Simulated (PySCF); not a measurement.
Identify the unknown among the candidates.

All candidates are C4H9NSi2.

| technique | computed result |
| --- | --- |
| 1H NMR | chemical shifts (computed TMS as zero) by class: 5.30 (1 H), 4.89 (1 H), 4.87 (1 H), 1.74 (2 H), 0.86 (2 H), 0.57 (2 H) ppm [GIAO PBE0/pcSseg-1] |
| Dipole | 4.24 D [B3LYP/def2-SVPD] |
| Polarisability | 101.4 au [B3LYP/def2-SVPD] |
| UV, strongest line | among the 8 lowest singlet transitions: S5 at 7.22 eV (172 nm, f = 0.127) [TDDFT B3LYP/def2-SVPD] |
| 13C NMR | chemical shifts (computed TMS as zero) by class: 121.5 (1 C), 3.2 (1 C), -0.3 (2 C) ppm [GIAO PBE0/pcSseg-1] |
| Triplet | lowest triplet excitation (Tamm–Dancoff): 6.09 eV [TDA B3LYP/def2-SVPD] |
| UV, first state | lowest singlet excitation: 6.32 eV (196 nm, f = 0.002) [TDDFT B3LYP/def2-SVPD] |
| Rotational structure | rotational constants A, B, C: 4.415, 0.920, 0.852 GHz [GFN2-xTB] |

Gas-phase values; electronic properties from PySCF, density fitting. Levels stand in brackets. The structure is a single GFN2-xTB conformer in the gas phase; no vibrational or solvent corrections. NMR values are class means; diastereotopic atoms form classes of their own.

Question: Which candidate is it?
A. `C#C[Si@](N)([SiH3])C=C`
B. `C#C[Si@]1([SiH3])CCN1`
C. `N#C[C@@H]1CC[SiH2][SiH2]1`
D. `N#CC[SiH]1C[SiH2]C1`

Answer: D. It is `N#CC[SiH]1C[SiH2]C1`. Numbering: `[N:1]#[C:2][CH2:3][SiH:4]1[CH2:5][SiH2:6][CH2:7]1`. Its formula, C4H9NSi2, gives 3 degrees of unsaturation: 1 ring and 2 π bonds in the structure found. 4 carbons fall into 3 classes; from least to most shielded: nitrile carbon [C2] (121.5 ppm), chain sp3 carbon bound to silicon [C3] (3.2 ppm), ring sp3 carbon bound to silicon [C5/C7] (-0.3 ppm, 2 C). Hydrogen classes from least to most shielded: 1 H on an SiH silicon, Si4 (5.30 ppm), 1 H on an SiH2 silicon, Si6 (4.89 ppm), 1 H on an SiH2 silicon, Si6 (4.87 ppm), 2 H on an sp3 carbon bound to silicon, C3 (1.74 ppm), 2 H on 2 like atoms (sp3 carbon bound to silicon), C5/C7 (0.86 ppm), 2 H on 2 like atoms (sp3 carbon bound to silicon), C5/C7 (0.57 ppm). S1 is mainly HOMO→LUMO (weight 0.97); the largest Löwdin shares of the orbital it empties are 0.19 on an sp3 carbon bound to silicon, 0.14 on an sp3 carbon bound to silicon, 0.14 on the SiH silicon and 0.14 on the SiH2 silicon, of the orbital it fills 0.21 on the SiH2 silicon, 0.15 on the SiH silicon, 0.11 on an sp3 carbon bound to silicon and 0.10 on an sp3 carbon bound to silicon. The optimised geometry has point group C1 and is an asymmetric top.

The others, at the same levels:
- `N#C[C@@H]1CC[SiH2][SiH2]1` fails: it has 4 carbon classes against 3; its computed 13C shifts are 126.8 (1 C), 32.1 (1 C), 14.1 (1 C), 11.1 (1 C) ppm, 1H shifts are 4.13 (1 H), 4.07 (1 H), 4.06 (1 H), 3.86 (1 H), 2.56 (1 H), 2.43 (1 H), 1.46 (1 H), 1.45 (1 H), 1.27 (1 H) ppm and rotational constant A is 2.498 GHz (against 4.415 GHz).
- `C#C[Si@]1([SiH3])CCN1` fails: it has 4 carbon classes against 3; its computed 13C shifts are 104.8 (1 C), 93.9 (1 C), 51.2 (1 C), 20.4 (1 C) ppm, 1H shifts are 4.06 (1 H), 4.01 (1 H), 3.40 (3 H), 2.34 (1 H), 1.90 (1 H), 1.78 (1 H), 0.18 (1 H) ppm and rotational constant A is 1.826 GHz (against 4.415 GHz).
- `C#C[Si@](N)([SiH3])C=C` fails: it has 4 carbon classes against 3; its computed 13C shifts are 146.0 (1 C), 143.5 (1 C), 101.4 (1 C), 95.6 (1 C) ppm, 1H shifts are 6.55 (1 H), 6.47 (1 H), 6.09 (1 H), 3.39 (3 H), 2.06 (1 H), 0.60 (2 H) ppm and rotational constant A is 1.589 GHz (against 4.415 GHz).

Each candidate is one conformer, not necessarily the lowest. The conformers computed, where there is a choice (atom-mapped SMILES and torsion angles):
- `[N:1]#[C:2][CH2:3][SiH:4]1[CH2:5][SiH2:6][CH2:7]1`: C2–C3–Si4–C5 78°
- `[CH:1]#[C:2][Si@:3]([NH2:4])([SiH3:5])[CH:6]=[CH2:7]`: C2–Si3–C6–C7 73°, H–N4–Si3–C2 65°, H–N4–Si3–C2 -73°

The conformers of `N#C[C@@H]1CC[SiH2][SiH2]1` aren't listed.
